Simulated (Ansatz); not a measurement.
Start from `[Cl][SnH2][I]` and change one atom or group to get `[NH2][SnH2][Cl]`.

Ansatz, PBE0-D4/def2-TZVP geometries, multiplicity 1. Each molecule was computed in one conformer, which needn't be the lowest.

Elements past krypton have def2 core potentials.

```json
{"property": "size of the dipole moment (B3LYP/def2-TZVPP) / D", "`[Cl][SnH2][I]`": "2.14"}
{"property": "HOMO–LUMO gap (ωB97M-V/def2-TZVPP) / eV", "`[Cl][SnH2][I]`": "10.01"}
{"property": "LUMO energy (PBE0/def2-TZVPP) / eV", "`[Cl][SnH2][I]`": "-1.84"}
{"property": "HOMO–LUMO gap (PBE0/def2-TZVPP) / eV", "`[Cl][SnH2][I]`": "6.05"}
{"property": "HOMO energy (ωB97M-V/def2-TZVPP) / eV", "`[Cl][SnH2][I]`": "-10.02"}
{"property": "HOMO energy (PBE/def2-TZVPP) / eV", "`[Cl][SnH2][I]`": "-6.75"}
```

**Question.** What does the change do to each property? (Best estimate.)

**Answer.** Computed: 
```csv
property,`[NH2][SnH2][Cl]`,shift
size of the dipole moment (B3LYP/def2-TZVPP) / D,1.77,-0.37
HOMO–LUMO gap (ωB97M-V/def2-TZVPP) / eV,11.27,1.26
LUMO energy (PBE0/def2-TZVPP) / eV,-0.56,1.28
HOMO–LUMO gap (PBE0/def2-TZVPP) / eV,7.23,1.18
HOMO energy (ωB97M-V/def2-TZVPP) / eV,-10.12,-0.10
HOMO energy (PBE/def2-TZVPP) / eV,-6.38,0.37
```

With PBE0 the HOMO rises by 0.10 eV and the LUMO rises by 1.28 eV, so the gap widens by about 1.18 eV. PBE moves the HOMO by 0.37 eV and ωB97M-V by -0.10 eV. Dipoles are sizes alone; their direction can turn.

B3LYP here is the variant with VWN-RPA as its local correlation; programs differ in this.

Spin–orbit coupling is left out; it splits and shifts lone-pair levels of the heavy atoms by tenths of an eV.
